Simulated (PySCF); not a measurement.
Compound: CH8B3NO.
SMILES: `BNCBOB`

Torsions of this conformer, `[BH2:1][NH:2][CH2:3][BH:4][O:5][BH2:6]`: B1–N2–C3–B4 113°, N2–C3–B4–O5 -5°.

The closed-shell ground state was solved at several levels (PySCF, density fitting, gas phase, non-relativistic). The structure is a single PBE0-D3(BJ)/def2-SVP conformer in the gas phase; no vibrational or solvent corrections.

```json
{"level": "PBE0/IGLO-III", "basis functions": "290", "total energy (Eh)": "-247.3244", "HOMO (eV)": "-7.72", "LUMO (eV)": "-0.85", "gap (eV)": "6.87", "dipole (D)": "1.78"}
{"level": "PBE0/STO-3G", "basis functions": "38", "total energy (Eh)": "-244.1191", "HOMO (eV)": "-5.65", "LUMO (eV)": "2.42", "gap (eV)": "8.07", "dipole (D)": "2.17"}
{"level": "B97-2/pcSseg-1", "basis functions": "142", "total energy (Eh)": "-247.4234", "HOMO (eV)": "-7.47", "LUMO (eV)": "-0.72", "gap (eV)": "6.75", "dipole (D)": "1.86"}
{"level": "PBE0/6-311+G(2d,p)", "basis functions": "210", "total energy (Eh)": "-247.2979", "HOMO (eV)": "-7.72", "LUMO (eV)": "-0.86", "gap (eV)": "6.86", "dipole (D)": "1.78"}
{"level": "BLYP/pcSseg-1", "basis functions": "142", "total energy (Eh)": "-247.4168", "HOMO (eV)": "-6.37", "LUMO (eV)": "-1.64", "gap (eV)": "4.73", "dipole (D)": "1.99"}
{"level": "B97-D/pcSseg-1", "basis functions": "142", "total energy (Eh)": "-247.3442", "HOMO (eV)": "-6.46", "LUMO (eV)": "-1.58", "gap (eV)": "4.88", "dipole (D)": "1.94"}
{"level": "PBE0/6-31G", "basis functions": "70", "total energy (Eh)": "-247.1563", "HOMO (eV)": "-7.54", "LUMO (eV)": "-0.40", "gap (eV)": "7.14", "dipole (D)": "1.91"}
{"level": "PBE0/cc-pVTZ", "basis functions": "292", "total energy (Eh)": "-247.3127", "HOMO (eV)": "-7.71", "LUMO (eV)": "-0.74", "gap (eV)": "6.97", "dipole (D)": "1.83"}
{"level": "mPW1PW91/pcSseg-1", "basis functions": "142", "total energy (Eh)": "-247.4459", "HOMO (eV)": "-7.77", "LUMO (eV)": "-0.72", "gap (eV)": "7.05", "dipole (D)": "1.87"}
{"level": "LC-wPBE/pcSseg-1", "basis functions": "142", "total energy (Eh)": "-247.3432", "HOMO (eV)": "-10.50", "LUMO (eV)": "1.62", "gap (eV)": "12.12", "dipole (D)": "1.83"}
{"level": "PBE0/pcSseg-0", "basis functions": "70", "total energy (Eh)": "-246.6839", "HOMO (eV)": "-7.84", "LUMO (eV)": "-0.69", "gap (eV)": "7.15", "dipole (D)": "1.96"}
{"level": "PBE0/pcSseg-2", "basis functions": "328", "total energy (Eh)": "-247.3206", "HOMO (eV)": "-7.73", "LUMO (eV)": "-0.82", "gap (eV)": "6.91", "dipole (D)": "1.79"}
```

Question: What might PBE0/6-31G* (100 basis functions) give for the same quantities?

Answer: Total energy -247.2207 Eh, HOMO -7.50 eV, LUMO -0.33 eV, gap 7.17 eV, dipole 1.91 D.

Question: Over all these levels, which gives the widest orbital gap and which the narrowest?

Answer: LC-wPBE/pcSseg-1 (range-separated hybrid) has the widest, 12.12 eV, and BLYP/pcSseg-1 (GGA) the narrowest, 4.73 eV. The two share the basis. From the narrowest to the widest the HOMO moves by -4.13 eV and the LUMO by +3.26 eV.

Question: How much does the basis alone move the frontier levels among the 8 PBE0 rows (the withheld one included)?

Answer: The HOMO by 2.19 eV and the LUMO by 3.28 eV. By rising basis size (HOMO, LUMO in eV): STO-3G -5.65, 2.42; 6-31G -7.54, -0.40; pcSseg-0 -7.84, -0.69; 6-31G* -7.50, -0.33; 6-311+G(2d,p) -7.72, -0.86; IGLO-III -7.72, -0.85; cc-pVTZ -7.71, -0.74; pcSseg-2 -7.73, -0.82.

Question: In the pcSseg-1 basis, how does the gap go with the fixed share of exact exchange?

Answer: BLYP (0 %) 4.73 eV; B97-D (0 %) 4.88 eV; B97-2 (21 %) 6.75 eV; mPW1PW91 (25 %) 7.05 eV. Each rise in the share widens the gap here.

Question: How far do the dipole and the HOMO energy spread over the levels?

Answer: The dipole runs from 1.78 to 2.17 D (mean 1.89 D) and the HOMO from -10.50 to -5.65 eV.

B97-D is run here without its empirical dispersion term; that term would change no orbital, density or response property at a fixed geometry.
